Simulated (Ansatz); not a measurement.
Reaction (ligand exchange at a Ge–C bond): `[CH3][Ge][Cl]` + HBr → `[Cl][Ge][Br]` + CH₄

Isolated molecules relaxed with PBE0-D4/def2-TZVP in Ansatz; ΔE leaves out vibrations. CCSD(T)/CBS is the MP2 limit (def2-TZVPP, def2-QZVPP) plus CCSD(T) − MP2 in def2-TZVPP, frozen cores. This one scheme is used for every species. DFT in def2-TZVPP. HSE06 is defined as in plane-wave codes. For Br, Ge outer-core shells are correlated without core-valence functions, which leaves a few kJ/mol of doubt a bond. Scalar relativity is left out up to krypton.

| level | ΔE (kJ/mol) | difference from CCSD(T)/CBS |
| --- | --- | --- |
| LDA (SPW92) | -152.4 | -3.2 |
| BLYP-D4 | -165.0 | -15.8 |
| PBE0-D4 | -156.6 | -7.4 |
| r2SCANh-D4 | -159.4 | -10.2 |
| r2SCAN0-D4 | -157.8 | -8.6 |
| B2PLYP | -157.8 | -8.6 |
| PBE-QIDH | -151.8 | -2.6 |
| revPBE | -161.8 | -12.6 |
| PBE0 | -156.7 | -7.5 |
| HSE06 | -157.1 | -7.9 |
| CAM-B3LYP | -153.8 | -4.6 |
| RPA@PBE/def2-TZVPP | -140.6 | 8.6 |
| MP2/def2-TZVPP | -148.9 | 0.3 |
| CCSD(T)/def2-TZVPP | -143.7 | 5.5 |
| MP2/CBS(def2) | -154.3 | -5.1 |
| CCSD/CBS(def2) | -147.7 | 1.5 |
| CCSD(T)/CBS | -149.2 | 0 |

Largest T1 diagnostic among the species: 0.012.

From BLYP to BHLYP (50 % exact exchange), in def2-TZVPP and without D4, ΔE moves by +6.7 kJ/mol. Leaving LDA and LC-ωPBE aside and taking each functional with its dispersion term where it has one, the values, not all of them listed here, spread over 15.6 kJ/mol, from BLYP-D4 to ωB97X-V. LDA lies +8.0 kJ/mol from PBE without D4.
